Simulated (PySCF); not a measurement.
Species: C₂H₃PTe.
Numbering: `[Te:1]=[PH:2]1[CH:3]=[CH:4]1` (hydrogens: H5 on P2; H6 on C3; H7 on C4)

Method: PySCF 2.14.0, PBE0-D3(BJ)/def2-SVP geometry optimisation, gas phase, def2 core potentials past Kr; density fitting, grid level 1; the optimiser is geomeTRIC in internal coordinates, started from a GFN2-xTB structure with every atom displaced at random (about 0.01 Å).

Step 0: E = -18692.4715 eV
```
atom  x, y, z in Å  |  force x, y, z in eV/Å
Te1     2.5666    1.1368   -0.8016    0.118  -0.050   0.119
P2      0.8401    0.0208    0.2710   -0.837  -0.132  -0.807
C3     -0.6672   -0.6723   -0.4867    1.167   2.161   1.811
C4     -0.8896    0.4293    0.2405   -0.089  -1.159  -0.897
H5      0.9894   -0.7116    1.4450    0.504  -0.236   0.541
H6     -1.0991   -1.3491   -1.1674   -0.656  -0.990  -0.968
H7     -1.7009    1.1131    0.4460   -0.206   0.406   0.201
```

Step 1: E = -18692.4719 eV
```
atom  x, y, z in Å  |  force x, y, z in eV/Å
Te1     2.6459    1.0496   -0.7500    0.015   0.228  -0.051
P2      0.7917    0.1035    0.2688    0.418  -0.592   0.091
C3     -0.6126   -0.6420   -0.5191   -0.980  -1.026  -0.539
C4     -0.9709    0.3831    0.2118    0.161   1.415   0.642
H5      1.1143   -0.6709    1.4264   -0.191   0.170  -0.102
H6     -1.1643   -1.3474   -1.1657    0.615   0.081   0.026
H7     -1.7648    1.0912    0.4747   -0.038  -0.276  -0.068
```

Step 2: E = -18692.5532 eV
```
atom  x, y, z in Å  |  force x, y, z in eV/Å
Te1     2.5984    1.1041   -0.7578   -0.046   0.042   0.052
P2      0.7980    0.0514    0.2731    0.167  -0.182  -0.244
C3     -0.6406   -0.6614   -0.5052   -0.535   0.105   0.225
C4     -0.9497    0.4092    0.2135    0.371   0.104  -0.005
H5      1.0982   -0.7026    1.4386   -0.084   0.054   0.036
H6     -1.1406   -1.3712   -1.1723    0.252  -0.007  -0.045
H7     -1.7245    1.1377    0.4570   -0.125  -0.116  -0.019
```

Problem. Estimate the geometry and energy of step 3. (The exact step hangs on the optimiser's Hessian estimate; all steps are aligned on step 2, rigid shifts and turns removed.)

Solution. E = -18692.5747 eV, largest force 0.241 eV/Å
```
atom  x, y, z in Å  |  force x, y, z in eV/Å
Te1     2.5969    1.1306   -0.7384   -0.019   0.000  -0.014
P2      0.8052    0.0247    0.2441    0.028  -0.028  -0.041
C3     -0.6671   -0.6674   -0.4946   -0.099   0.158   0.152
C4     -0.9332    0.4207    0.2128    0.154  -0.027  -0.068
H5      1.0837   -0.7003    1.4300   -0.008  -0.007   0.041
H6     -1.1373   -1.3886   -1.1636    0.033  -0.048  -0.076
H7     -1.7090    1.1473    0.4566   -0.089  -0.048   0.006
```

The energy changes by -0.0215 eV. The first-order estimate −F·Δx gives -0.0372 eV and the mean of the old and new forces, exact on a quadratic surface, -0.0214 eV. The step makes an angle of 52° with the force vector and moves no atom by more than 0.040 Å.

The cost below is that of the whole optimisation. Hardware: an Arm Neoverse V1 with one thread (shared host). Cost: 25 s, 0.37 GiB resident at most.
